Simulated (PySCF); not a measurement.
**$^{19}$F chemical shifts**

Level of theory: PBE0/pcSseg-1 with gauge-including orbitals, GFN2-xTB structure, in PySCF 2.14.0 with density-fitted response routines (non-relativistic Hamiltonian, no solvent, a single conformation, one averaged value for each set of equivalent atoms).

Shieldings were converted by a linear fit to measured shifts: $^{19}$F (scatter 6.0 ppm rms, 7.0 ppm with the 5 outliers that the fit left out vs CFCl3, solution or neat liquid, with a term for F on sp3 carbon). Occasional misses reach two or three times the rms, and more in compound classes unlike the fitted ones.

Match the shifts -115.9, -152.3, -170.8, -214.5 ppm to `F[C@H]1C[C@@H]([SiH2][SiH2]P)C1`, `FCC/C(=C/[SiH3])[SiH2]P`, `F[C@@H]1C[C@@H]([SiH3])[Si@H](P)C1`, `NCC(F)(F)[SiH2][SiH2]N`.

Results:

-115.9: NCC(F)(F)[SiH2][SiH2]N (fluorine of a CF2 group); -152.3: F[C@H]1C[C@@H]([SiH2][SiH2]P)C1 (fluorine on an sp3 carbon); -170.8: F[C@@H]1C[C@@H]([SiH3])[Si@H](P)C1 (fluorine on an sp3 carbon); -214.5: FCC/C(=C/[SiH3])[SiH2]P (fluorine on an sp3 carbon).
